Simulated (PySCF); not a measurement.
Species: C₆H₁₀FSi (doublet state).
Z-matrix (Å and degrees, GFN2-xTB geometry), rows numbered from 1:
```
C 
C   1  1.5076
C   2  1.2957  1  126.17
Si  3  1.8135  2  158.08  1    -0.41
C   4  1.9203  3  115.86  2  -136.48
C   5  1.5299  4   90.69  3   126.82
F   6  1.3827  5  113.06  4  -135.39
C   6  1.5291  5  100.52  4   -14.87
H   1  1.0888  2  109.44  3  -120.30
H   1  1.0887  2  109.57  3   121.13
H   1  1.0860  2  110.61  3     0.31
H   2  1.0885  1  113.44  3   180.00
H   4  1.4638  3  113.54  2    88.64
H   5  1.0864  4  120.04  3  -114.53
H   5  1.0879  4  112.97  3    14.73
H   6  1.0950  5  112.59  4   105.00
H   8  1.0867  4  119.90  3   117.46
H   8  1.0876  4  112.75  3   -11.77
```

The hyperfine couplings belong to this conformer and change with its torsions.

Identity: `C/C=[C]\[Si@H]1C[C@@H](F)C1` [radical].

Level of theory: UKS B3LYP, pcH-1 on C F H Si, non-relativistic, mean-field spin-orbit, GIAO (PySCF 2.14.0). The structure is a single GFN2-xTB conformer in the gas phase; no vibrational or solvent corrections. A GFN2-xTB geometry isn't a minimum of the functional, and hyperfine couplings can be far from their values at a DFT geometry. Stability of the SCF solution: not tested.

**Question.** Where do the isotropic ENDOR lines of F7, H12, H9/H10/H11, H15/H18 and H13 fall at 339.0 mT, to first order?

**Answer.** ν± = |νn ± a/2|, one line for each electron-spin manifold; νn = |g_N| × 7.62259 MHz/T × B.

```csv
nuclei,isotope,g_N,νn (MHz),a_iso (MHz),lower line (MHz),upper line (MHz)
F7,19F,5.2577,13.59,1.67,12.75,14.42
H12,1H,5.5857,14.43,140.53,55.83,84.70
H9/H10/H11,1H,5.5857,14.43,-6.32,11.27,17.59
H15/H18,1H,5.5857,14.43,-3.17,12.85,16.02
H13,1H,5.5857,14.43,2.20,13.33,15.53
```

**Question.** Which pairs are centred on the nuclear Larmor frequency, and which on half the coupling?

**Answer.** Centred on νn, since |a| < 2νn: F7, H9/H10/H11, H15/H18 and H13. Centred on |a|/2 and split by 2νn: H12.

**Question.** At what field would the lower line of H12 fall to zero frequency?

**Answer.** Where νn = |a|/2, that is B = 70.27 MHz/(5.5857 × 7.62259 MHz/T) = 1650 mT, as far as first order holds there.

Class means assume fast exchange of nuclei equivalent by connectivity; if that motion is slow, each nucleus keeps its own coupling.

Hardware: one thread of an Arm Neoverse V1 (shared host). Cost: 2.0 min wall (with the writing of density and orbital grids), 1.1 GiB resident at most.
